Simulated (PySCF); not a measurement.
# Single point on GeCl⁺

State: ¹Σ⁺ (singlet), closed shell.

An equivalent input (the run itself took its basis sets from the Basis Set Exchange, started from a PBE0 density and held the occupation σ 12α 12β, πx 5α 5β, πy 5α 5β, δx 1α 1β, δy 1α 1β):

```python
from pyscf import gto, scf, cc
mol = gto.M(atom='Ge 0 0 0; Cl 0 0 2.067', basis={'Ge': 'def2-TZVPPD', 'Cl': 'def2-TZVPPD'},
            charge=1, spin=0, verbose=4, symmetry='C2v')
mf = scf.RHF(mol)
mf.irrep_nelec = {'A1': 26, 'A2': 2, 'B1': 10, 'B2': 10}
mf.conv_tol = 1e-9
mf.max_cycle = 60
mf.diis_space = 10
mf.kernel()
mycc = cc.CCSD(mf, frozen=[0, 1, 2, 3, 4, 5, 6, 7, 8, 9, 10, 11, 12, 13, 104])
mycc.run(conv_tol=1e-7, conv_tol_normt=1e-5, max_cycle=80, diis_space=8)
et = mycc.ccsd_t()
```

The SCF ended at -2534.64140882 hartree. The coupled-cluster part of the log:

```
******** <class 'pyscf.cc.ccsd.CCSD'> ********
CC2 = 0
CCSD nocc = 10, nmo = 90
frozen orbitals [0, 1, 2, 3, 4, 5, 6, 7, 8, 9, 10, 11, 12, 13, 104]
max_cycle = 80
direct = 0
conv_tol = 1e-07
conv_tol_normt = 1e-05
diis_space = 8
diis_start_cycle = 0
diis_start_energy_diff = 1e+09
Init t2, MP2 energy = -2535.02547381817  E_corr(MP2) -0.38406499999071
Init E_corr(CCSD) = -0.384064999991023
cycle = 1  E_corr(CCSD) = -0.386828687813481  dE = -0.00276368782  norm(t1,t2) = 0.0628228
cycle = 2  E_corr(CCSD) = -0.399072308236444  dE = -0.0122436204  norm(t1,t2) = 0.0212278
cycle = 3  E_corr(CCSD) = -0.399131085534105  dE = -5.87772977e-05  norm(t1,t2) = 0.0127907
cycle = 4  E_corr(CCSD) = -0.400883701943896  dE = -0.00175261641  norm(t1,t2) = 0.00550323
cycle = 5  E_corr(CCSD) = -0.401000429453481  dE = -0.00011672751  norm(t1,t2) = 0.00167518
cycle = 6  E_corr(CCSD) = -0.400807805848277  dE = 0.000192623605  norm(t1,t2) = 0.00072378
cycle = 7  E_corr(CCSD) = -0.400832069306664  dE = -2.42634584e-05  norm(t1,t2) = 0.000181719
cycle = 8  E_corr(CCSD) = -0.400838295165735  dE = -6.22585907e-06  norm(t1,t2) = 3.4157e-05
cycle = 9  E_corr(CCSD) = -0.400836617042993  dE = 1.67812274e-06  norm(t1,t2) = 1.11845e-05
cycle = 10  E_corr(CCSD) = -0.400836492364148  dE = 1.24678845e-07  norm(t1,t2) = 2.60179e-06
cycle = 11  E_corr(CCSD) = -0.400836592027056  dE = -9.96629088e-08  norm(t1,t2) = 9.29378e-07
CCSD converged
E(CCSD) = -2535.042245410205  E_corr = -0.4008365920270563
CCSD(T) correction = -0.0183095536370856
```

T1 diagnostic 0.015, D1 0.039, 20 electrons correlated, 1 of the virtual orbitals (those above 20 hartree) left out.

Repeating this along the bond gives Re = 2.063 Å and ωe = 513 cm⁻¹.

A point of this curve took 31 CPU seconds beside 0.66 for the integrals, on Arm Neoverse V2 (shared host).

Correlated steps freeze 14 core orbitals.
